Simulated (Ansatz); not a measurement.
triplet C: levels of theory in one basis

A single C atom.

Basis set: 6-31G* (spherical functions). Correlated methods keep 1 orbital frozen. Correlation on ROHF uses semicanonical orbitals with singles. Charge 0, multiplicity 3.

Computed with Ansatz (development build ahead of 0.2.0); each method stands on the lowest determinant of its kind that the runs found.

```json
{"method": "ROHF", "E − E(ROHF) (eV)": "0.00", "<S²> of the determinant": "2.00"}
{"method": "UHF", "E − E(ROHF) (eV)": "-0.10", "<S²> of the determinant": "2.00"}
{"method": "ROHF-MP2", "E − E(ROHF) (eV)": "-1.48", "<S²> of the determinant": "–"}
{"method": "UHF-MP2", "E − E(ROHF) (eV)": "-1.48", "<S²> of the determinant": "2.00"}
```

Q: Is a single determinant a sound starting point here?

A: By this sign, yes. Unrestricted orbitals gain 0.10 eV and <S²> is 2.00 against 2.00 for a pure state.
